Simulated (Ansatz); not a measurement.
Mulliken charges of `[OH][In]([SH])[O][SiH3]` from ωB97M-V/def2-TZVPP in Ansatz (PBE0-D4/def2-TZVP geometry).

```
atom   x (Å)   y (Å)   z (Å)  charge (e)
  O1  -1.803   2.164   1.569      -0.496
 In2  -0.258   1.237   0.787       0.894
  S3   1.990   1.918   0.881      -0.302
  O4  -0.764  -0.432  -0.154      -0.572
 Si5   0.061  -1.576  -0.965       0.337
  H6  -2.617   1.683   1.393       0.179
  H7   2.380   0.843   0.172       0.138
  H8  -0.407  -1.664  -2.375      -0.052
  H9  -0.109  -2.906  -0.319      -0.052
 H10   1.526  -1.267  -0.990      -0.074
```

**Question.** By hand: the dipole of these point charges (1 e Å = 4.8032 D).

**Answer.** Σ q r = (0.294, -0.082, -0.091) e Å, of length 0.318 e Å = 1.53 D.

**Question.** How does the dipole of the full density compare? (An estimate is asked.)

**Answer.** The calculation gave: (0.038, -0.065, -0.045) e Å, 0.42 D; the point charges give 3.64 times that, at 43° from its direction.

Point charges leave out the atoms' own dipoles, such as those of lone pairs, and Mulliken's split depends on the basis, so the two needn't agree.
